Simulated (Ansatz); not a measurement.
C2H10OSi2 can be A, `C[SiH2]C[SiH2]O`, or B, `O[SiH2]CC[SiH3]`.

Computed with Ansatz on PBE0-D4/def2-TZVP structures; ΔE is electronic, products minus reactants. CCSD(T)/CBS adds triple-zeta CCSD(T) − MP2 to the extrapolated MP2 energy (def2 sets, frozen cores). Functionals use def2-TZVPP. B3LYP here is the variant with VWN-RPA as its local correlation; programs differ in this. One conformer a species, not always the lowest.

A:

Z-matrix (Å, degrees):
```
C
Si 1 1.871
H 1 1.093 2 111.3
H 1 1.093 2 110.9 3 120.1
H 1 1.093 2 110.7 3 -120.1
C 2 1.877 1 111.8 3 -62.3
H 2 1.491 1 109.5 3 176.4
H 2 1.490 1 109.7 3 58.6
Si 6 1.862 2 115.2 1 58.2
H 6 1.096 2 108.4 1 -64.6
H 6 1.096 2 108.0 1 179.6
O 9 1.651 6 113.2 2 169.6
H 9 1.492 6 108.7 2 -67.5
H 9 1.483 6 110.4 2 52.4
H 12 0.958 9 117.8 6 66.1
```

B:

```xyz
15

O     1.437    1.796   -0.464
Si    1.820    0.303    0.125
C     0.594   -1.025   -0.367
C    -0.769   -0.984    0.334
Si   -1.859    0.492   -0.065
H     0.653    2.220   -0.111
H     3.151   -0.014   -0.448
H     1.903    0.329    1.616
H     1.088   -1.984   -0.161
H     0.470   -0.983   -1.456
H    -1.355   -1.876    0.079
H    -0.642   -1.017    1.422
H    -3.207    0.318    0.538
H    -1.999    0.671   -1.535
H    -1.286    1.754    0.493
```

Task: Which is lower in electronic energy at CCSD(T)/CBS, and by how much? (Estimate.)

Result: Computed: A, by 16.2 kcal/mol.

Task: Give E(B) − E(A) in kcal/mol with B3LYP-D4, CCSD/def2-TZVPP, PBE-D4, r2SCAN-D4, HF/def2-TZVPP, MP2/def2-TZVPP, CCSD(T)/def2-TZVPP. (An estimate is asked.)

Result: Computed: B3LYP-D4 15.2, CCSD/def2-TZVPP 15.9, PBE-D4 15.2, r2SCAN-D4 16.7, HF/def2-TZVPP 16.3, MP2/def2-TZVPP 16.5, CCSD(T)/def2-TZVPP 15.8. None reverses the order clearly.

Largest T1 diagnostic: 0.011.

The D4 term adds −0.8 kcal/mol with B3LYP and −0.4 kcal/mol with PBE0; it sums over pairs of atoms, weighted by their polarisabilities, and B3LYP, whose exchange is more repulsive, gets the larger term.
